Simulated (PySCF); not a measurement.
Level of theory: PBE-D3(BJ)/def2-TZVP // PBE0-D4/def2-SVP (PySCF). Gas-phase values, no solvent. One relaxed conformer stands for a flexible species; it need not be the lowest. 

Reference species (SMILES): `[O]([Sn]([O]C)([O]C)[O]C)C` (neutral, multiplicity 1).

The HOMO–LUMO gap comes out as 3.69 eV. The LUMO comes out as -2.65 eV. The S1 oscillator strength is 0.000.

After one change: the HOMO–LUMO gap rises by 0.56 eV; the LUMO goes up by 1.01 eV; the S1 oscillator strength hardly moves.

**Question.** What was changed between the two runs? The new species is one of these.
(A) `C[O][Sn]([SiH3])([SiH3])[SiH3]` (C–O–Sn–Si torsion 61°)
(B) `C[O][Sn]([SiH3])([SiH3])[O]C` (C–O–Sn–Si torsion 45°, Si–Sn–O–C torsion -179°)
(C) `C[O][Sn]([SiH3])([O]C)[O]C`
(D) `[SiH3][Sn]([SiH3])([SiH3])[SiH3]`

**Answer.** B, `C[O][Sn]([SiH3])([SiH3])[O]C` (C–O–Sn–Si torsion 45°, Si–Sn–O–C torsion -179°)
